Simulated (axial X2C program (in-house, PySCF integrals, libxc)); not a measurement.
# Ionising SnI

Computed with an in-house relativistic program for diatomic molecules, spin-free (one-electron X2C) or two-component (2c: spin–orbit coupling with atomic mean-field Coulomb and Gaunt terms, which also bring small scalar terms), in Dyall basis sets with cores contracted in-house; open shells are unrestricted.

Basis sets: I dyall-cv3z, Sn dyall-cv3z. Frozen shells (counts by l): SnI I 4s3p2d, Sn 4s3p2d, 11 electrons correlated; SnI⁺ I 4s3p2d, Sn 4s3p2d, 10 electrons correlated. Coupled cluster in natural virtuals with an MP2 remainder. Where the outer core of a metal is frozen, bonds come out longer and ionisation energies lower.

```
Hamiltonian    level         SnI state  Re (Å)  ωe (cm⁻¹)  De (eV)
  spin-free       HF  M_S = 1/2, Λ = 1   2.758      188.9     1.79
  spin-free     PBE0  M_S = 1/2, Λ = 1   2.718      195.9     3.05
  spin-free      MP2  M_S = 1/2, Λ = 1   2.736      196.5     2.89
  spin-free     CCSD  M_S = 1/2, Λ = 1   2.744      194.0     2.72
  spin-free  CCSD(T)  M_S = 1/2, Λ = 1   2.745      193.7     2.83
         2c       HF           Ω = 1/2   2.761      187.4      n/a
         2c     PBE0           Ω = 1/2   2.722      194.0      n/a
         2c      MP2           Ω = 1/2   2.739      195.3      n/a
         2c     CCSD           Ω = 1/2   2.747      192.6      n/a
         2c  CCSD(T)           Ω = 1/2   2.748      192.3      n/a
```

Adiabatic ionisation energy (minimum to minimum, no zero-point term) and constants of SnI⁺:

| Hamiltonian | level | SnI⁺ state | IE (eV) | Re (Å) | ωe (cm⁻¹) | De (eV) | fragments |
| --- | --- | --- | --- | --- | --- | --- | --- |
| spin-free | HF | M_S = 0, Λ = 0 | 6.54 | 2.603 | 244.9 | 2.11 | I + Sn+ |
| spin-free | PBE0 | M_S = 0, Λ = 0 | 6.82 | 2.596 | 241.8 | 3.54 | I + Sn+ |
| spin-free | MP2 | M_S = 0, Λ = 0 | 6.67 | 2.607 | 245.8 | 3.37 | I + Sn+ |
| spin-free | CCSD | M_S = 0, Λ = 0 | 6.75 | 2.611 | 242.4 | 3.15 | I + Sn+ |
| spin-free | CCSD(T) | M_S = 0, Λ = 0 | 6.72 | 2.619 | 238.9 | 3.31 | I + Sn+ |
| 2c | HF | Ω = 0 | 6.67 | 2.608 | 242.3 | n/a | I + Sn+ |
| 2c | PBE0 | Ω = 0 | 6.96 | 2.601 | 238.8 | n/a | I + Sn+ |
| 2c | MP2 | Ω = 0 | 6.81 | 2.611 | 243.4 | n/a | I + Sn+ |
| 2c | CCSD | Ω = 0 | 6.87 | 2.616 | 239.5 | n/a | I + Sn+ |
| 2c | CCSD(T) | Ω = 0 | 6.85 | 2.623 | 236.3 | n/a | I + Sn+ |

**Question.** Add the zero-point terms to the ionisation energy at CCSD(T), 2c, and say whether the electron removed was bonding.

**Answer.** IE0 = IE + (ωe⁺ − ωe)/2 = 6.85 + (0.003) = 6.85 eV. Re changes by -0.125 Å, so the bond shortens, as on loss of an antibonding or a polarising non-bonding electron.

Each entry is the lowest single determinant of a limited PBE0 search at one distance. De goes to single-determinant-based atoms at the same level (for ions the charge split of lowest energy) and is withheld (n/a) where an atom does not fit its ground term or J level. Main or longest-lived isotopes. The functionals have no current term, which raises determinants with orbital currents.
